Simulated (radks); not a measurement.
Values are calculated unless marked as measured or tabulated.
The erbium ion Er6+ is in [Xe] 4f8. Code: a radial shooting solver on a logarithmic mesh with Libxc functionals. Model: scalar-relativistic Kohn-Sham, r2SCAN, spin-polarised, spherical densities, finite nucleus; meta-GGA in the generalised Kohn-Sham scheme; Fermi nuclear charge, rms radius of each element as measured or else 0.836 A^(1/3) + 0.57 fm. Open shells are filled with parallel spins first. One electron is removed from 4d, 4f, 5s, 5p in turn, with full relaxation. Which removal costs least, and what does each cost?

Answer. 4f 112.50 eV; 5p 114.78 eV; 5s 146.00 eV; 4d 282.79 eV. The 4f electron leaves first.
